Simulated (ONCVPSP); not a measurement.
Reading a pseudo-wave (manganese (Mn))

Columns: radius, all-electron u(r) and pseudo u(r) of the 3s shell (level -85.88 eV) of manganese in the configuration [Ne] 3s2 3p6 3d5 4s2; PBE, scalar-relativistic, ONCV scheme, ONCVPSP 4.0.1.

```json
{"r (bohr)": "0.070", "all-electron": "0.0972", "pseudo": "0.1020"}
{"r (bohr)": "0.140", "all-electron": "-0.5072", "pseudo": "0.2115"}
{"r (bohr)": "0.210", "all-electron": "-0.6249", "pseudo": "0.3337"}
{"r (bohr)": "0.280", "all-electron": "-0.3648", "pseudo": "0.4694"}
{"r (bohr)": "0.350", "all-electron": "0.0420", "pseudo": "0.6145"}
{"r (bohr)": "0.420", "all-electron": "0.4451", "pseudo": "0.7608"}
{"r (bohr)": "0.490", "all-electron": "0.7731", "pseudo": "0.8970"}
{"r (bohr)": "0.560", "all-electron": "1.0047", "pseudo": "1.0121"}
{"r (bohr)": "0.630", "all-electron": "1.1433", "pseudo": "1.0964"}
{"r (bohr)": "0.700", "all-electron": "1.2040", "pseudo": "1.1443"}
{"r (bohr)": "0.770", "all-electron": "1.2056", "pseudo": "1.1548"}
{"r (bohr)": "0.840", "all-electron": "1.1651", "pseudo": "1.1305"}
{"r (bohr)": "0.910", "all-electron": "1.0973", "pseudo": "1.0778"}
{"r (bohr)": "0.980", "all-electron": "1.0136", "pseudo": "1.0047"}
{"r (bohr)": "1.050", "all-electron": "0.9223", "pseudo": "0.9192"}
{"r (bohr)": "1.120", "all-electron": "0.8294", "pseudo": "0.8287"}
{"r (bohr)": "1.190", "all-electron": "0.7388", "pseudo": "0.7386"}
{"r (bohr)": "1.260", "all-electron": "0.6531", "pseudo": "0.6530"}
{"r (bohr)": "1.330", "all-electron": "0.5736", "pseudo": "0.5735"}
{"r (bohr)": "1.400", "all-electron": "0.5012", "pseudo": "0.5011"}
{"r (bohr)": "1.470", "all-electron": "0.4360", "pseudo": "0.4359"}
{"r (bohr)": "1.540", "all-electron": "0.3778", "pseudo": "0.3778"}
{"r (bohr)": "1.610", "all-electron": "0.3264", "pseudo": "0.3263"}
{"r (bohr)": "1.680", "all-electron": "0.2812", "pseudo": "0.2812"}
{"r (bohr)": "1.750", "all-electron": "0.2417", "pseudo": "0.2416"}
{"r (bohr)": "1.820", "all-electron": "0.2073", "pseudo": "0.2073"}
```

Question: How many radial nodes do the two functions have?

Answer: The all-electron 3s function has n − l − 1 = 2; the pseudo-wave has 0, since the states of the same l below it are removed with the core.

Question: At about which radius was the pseudo-wave matched?

Answer: 1.25 bohr, where the columns begin to agree (steps of 0.07 bohr).

Question: Where does each function peak?

Answer: Outermost all-electron maximum near 0.77 bohr, pseudo maximum near 0.77 bohr (to the table’s step).

Question: Is the pseudo-wave norm-conserving?

Answer: Yes: the ONCV scheme keeps the norm inside the radius equal to the all-electron one, which fixes the energy derivative of the logarithmic derivative at the level.
